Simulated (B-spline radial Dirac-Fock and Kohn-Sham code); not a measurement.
**Dipole and non-dipole photoemission parameters of Mo 3p1/2**

System: the free molybdenum atom in the configuration [Kr] 4d5 5s1; threshold 411.6 eV (tabulated edge). Method: Dirac-Hartree-Slater photoionisation with a Latter tail; cross sections with all multipoles, angular parameters from the dipole term and its interference with E2. Computed with a radial B-spline solver.

For linearly polarised light dσ/dΩ = σ/(4π) [1 + β P₂(cos θ) + (δ + γ cos²θ) sin θ cos φ], with θ from the polarisation vector and φ the angle between the beam and the projection of the electron momentum on the plane normal to the polarisation.

```
hν (eV)  σ (kb)      β      γ      δ
    600     156  1.172  0.271  0.044
    656     143  1.295  0.235  0.027
    741     125  1.410  0.158  0.014
    800       ?      ?      ?      ?
   1000    82.6  1.558  0.007  0.002
   1550    38.4  1.611  0.011  0.002
   1590    36.6  1.611  0.019  0.002
   2290    17.2  1.581  0.195  0.007
   2360    16.1  1.577  0.214  0.008
   3480    6.54  1.500  0.504  0.019
 5414.7    2.12  1.376  0.901  0.044
   6460    1.31  1.317  1.067  0.058
   7610   0.832  1.258  1.223  0.074
 8047.8   0.710  1.237  1.277  0.081
   8240   0.663  1.228  1.299  0.083
  11400   0.257  1.100  1.599  0.129
  12000   0.220  1.079  1.645  0.138
  13500   0.154  1.029  1.750  0.159
  14000   0.138  1.014  1.782  0.166
  15000   0.111  0.985  1.841  0.180
```

Task: Give the values at 800 eV.

Result: σ = 113 kb, β = 1.462, γ = 0.109, δ = 0.009.
